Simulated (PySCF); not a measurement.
**Spinor energies of Ne⁷⁺ (neon, charge +7)**

Start: [He] 2s1; 2s1/2 filled at m_j = +1/2. Calculated with PySCF 2.14 in an uncontracted even-tempered set (17 s from 0.78 bohr⁻², ratio 2.4; 10 p from 1 bohr⁻², ratio 2.4; 5 d from 3.1 bohr⁻², ratio 2.6; 5 f from 4.7 bohr⁻², ratio 2.6): generalised Hartree-Fock with the X2C-1e Hamiltonian and a Gaussian nucleus; one run each with spin-orbit coupling (SO) switched off, then screened by Boettger's factors.

| spinor shell | electrons | ε, spin-free (eV) | ε, screened SO (eV) | weight of nominal j (screened SO) | rms radius, screened SO (bohr) |
| --- | --- | --- | --- | --- | --- |
| 1s1/2 | 2 | -1149.0 | -1149.0 | 1.000 | 0.180 |
| 2s1/2 | 1 | -238.99 | -238.99 | 1.000 | 0.742 |

```
   quantity   spin-free  screened SO
E (hartree)  -102.75892   -102.75892
        M_J         1/2          1/2
       ⟨J²⟩       0.750        0.750
       ⟨L²⟩       0.000        0.000
       ⟨S²⟩       0.750        0.750
```

Each row is a mean over spinors that exchange with the open shell spreads, by up to 4.827 eV (1s1/2).

Without spin-orbit coupling the j labels of p, d and f shells carry no meaning; the spin-free column gives the mean over the occupied spinors of each nl shell.
